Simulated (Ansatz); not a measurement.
Cost and result for the atomization energy of C$_{6}$H$_{10}$O$_{2}$, SMILES `CCC(=O)CC(C)=O` (18 atoms, 17 bonds).

```xyz
18

C     0.865   -1.967   -0.710
C    -0.237   -1.923    0.347
C    -0.469   -0.523    0.847
O    -0.196   -0.181    1.970
C    -1.042    0.474   -0.155
C     0.020    1.484   -0.571
C     0.326    2.567    0.417
O     0.573    1.387   -1.637
H     0.988   -2.985   -1.082
H     0.642   -1.319   -1.560
H     1.819   -1.644   -0.288
H     0.018   -2.545    1.207
H    -1.173   -2.295   -0.083
H    -1.408   -0.025   -1.051
H    -1.860    0.993    0.350
H     0.462    2.136    1.412
H     1.206    3.125    0.104
H    -0.533    3.242    0.481
```

Charge 0, multiplicity 1. The geometry is a stationary point of PBE0-D4/def2-TZVP. It is one conformer, not always the lowest. Program: Ansatz. All runs use 2 threads of an AMD EPYC 7R13 on a shared host and a share of an NVIDIA H100 80 GB. Times are those of one run each, without the atoms' runs, and a repeat can differ threefold. Electronic energies, without spin–orbit coupling; frozen cores. CCSD(T)/CBS adds CCSD(T) − MP2 in def2-TZVPP to the MP2 limit, and its time is that of the two runs behind it. T1 = 0.014. B3LYP takes the VWN-RPA correlation (the form of Gaussian; ORCA's B3LYP/G).

CCSD(T)/CBS is a level of theory with its own doubt, some kJ/mol a heavy atom from the limit and from the frozen cores, so smaller differences don't rank the functionals.

| level | functions | wall time |
| --- | --- | --- |
| PBE0-D4/def2-TZVPP | 388 | 11 s |
| r2SCAN-D4/def2-TZVPP (with forces) | 388 | 13 s |
| ωB97M-V/def2-TZVPP (with forces) | 388 | 15 s |
| B3LYP-D4/def2-TZVPP (with forces) | 388 | 15 s |
| ωB97X-V/def2-TZVPP | 388 | 15 s |
| B2PLYP/def2-TZVPP | 388 | 16 s |
| MP2/def2-QZVPP | 756 | 16 s |
| PBE-D4/def2-TZVPP (with forces) | 388 | 18 s |
| CCSD(T)/def2-TZVPP | 388 | 22 s |
| CCSD(T)/CBS(def2) | – | 38 s |

What atomization energy does each give, and how far from CCSD(T)/CBS? (Estimate.)

Computed: 
```json
{"level": "PBE0-D4/def2-TZVPP", "atomization (kJ/mol)": "7732.6", "difference from CCSD(T)/CBS": "76.1", "per bond": "4.5"}
{"level": "r2SCAN-D4/def2-TZVPP (with forces)", "atomization (kJ/mol)": "7704.4", "difference from CCSD(T)/CBS": "47.9", "per bond": "2.8"}
{"level": "ωB97M-V/def2-TZVPP (with forces)", "atomization (kJ/mol)": "7690.9", "difference from CCSD(T)/CBS": "34.4", "per bond": "2.0"}
{"level": "B3LYP-D4/def2-TZVPP (with forces)", "atomization (kJ/mol)": "7670.5", "difference from CCSD(T)/CBS": "14.0", "per bond": "0.8"}
{"level": "ωB97X-V/def2-TZVPP", "atomization (kJ/mol)": "7680.3", "difference from CCSD(T)/CBS": "23.8", "per bond": "1.4"}
{"level": "B2PLYP/def2-TZVPP", "atomization (kJ/mol)": "7597.7", "difference from CCSD(T)/CBS": "-58.8", "per bond": "-3.5"}
{"level": "MP2/def2-QZVPP", "atomization (kJ/mol)": "7738.7", "difference from CCSD(T)/CBS": "82.2", "per bond": "4.8"}
{"level": "PBE-D4/def2-TZVPP (with forces)", "atomization (kJ/mol)": "7899.7", "difference from CCSD(T)/CBS": "243.2", "per bond": "14.3"}
{"level": "CCSD(T)/def2-TZVPP", "atomization (kJ/mol)": "7478.6", "difference from CCSD(T)/CBS": "-177.9", "per bond": "-10.5"}
{"level": "CCSD(T)/CBS(def2)", "atomization (kJ/mol)": "7656.5", "difference from CCSD(T)/CBS": "0.0", "per bond": "0.0"}
```

From PBE to PBE0 (25 % exact exchange), in def2-TZVPP and without D4, the atomization energy moves by −161.2 kJ/mol: exact exchange takes away binding that semilocal exchange gives to molecules. The D4 term adds +62.3 kJ/mol with B3LYP and +33.6 kJ/mol with PBE0; it sums over pairs of atoms, weighted by their polarisabilities, and B3LYP, whose exchange is more repulsive, gets the larger term. In def2-TZVPP, CCSD(T) changes the Hartree–Fock value by +1890.7 kJ/mol (the triples alone add +124.6 kJ/mol) and MP2 by +2046.3 kJ/mol; breaking electron pairs costs correlation energy, which Hartree–Fock lacks.
